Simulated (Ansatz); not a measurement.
Isolated molecules relaxed with PBE0-D4/def2-TZVP in Ansatz; ΔE leaves out vibrations. CCSD(T)/CBS adds triple-zeta CCSD(T) − MP2 to the extrapolated MP2 energy (def2 sets, frozen cores). This one scheme is used for every species. Functionals use def2-TZVPP. B3LYP here is the variant with VWN-RPA as its local correlation; programs differ in this. Each species was taken in one conformer, which may not be the lowest.

`B[NH][AlH][SiH](F)Cl` + CH₃OH → `F[SiH2]Cl` + `B[NH][AlH][O]C`  (formal exchange of groups at the Si–Al bond)

| level | ΔE (kJ/mol) | difference from CCSD(T)/CBS |
| --- | --- | --- |
| PBE-D4 | -118.3 | 17.1 |
| r2SCAN-D4 | -139.9 | -4.5 |
| PBE0-D4 | -121.8 | 13.6 |
| B3LYP-D4 | -130.3 | 5.1 |
| r2SCAN | -140.5 | -5.1 |
| MP2/def2-TZVPP | -145.0 | -9.6 |
| SCS-MP2/def2-TZVPP | -143.4 | -8.0 |
| CCSD(T)/def2-TZVPP | -136.4 | -1.0 |
| HF/def2-QZVPP | -137.9 | -2.5 |
| HF/CBS(def2) | -138.2 | -2.8 |
| CCSD(T)/CBS | -135.4 | 0 |

Largest T1 diagnostic among the species: 0.013.

The D4 term adds +3.6 kJ/mol with B3LYP and +2.2 kJ/mol with PBE0; it sums over pairs of atoms, weighted by their polarisabilities, and B3LYP, whose exchange is more repulsive, gets the larger term. From PBE to PBE0 (25 % exact exchange), in def2-TZVPP and without D4, ΔE moves by −3.5 kJ/mol.

CCSD(T)/CBS has its own doubt, a few kJ/mol and more with outer-core shells, so smaller differences from it don't rank the levels.
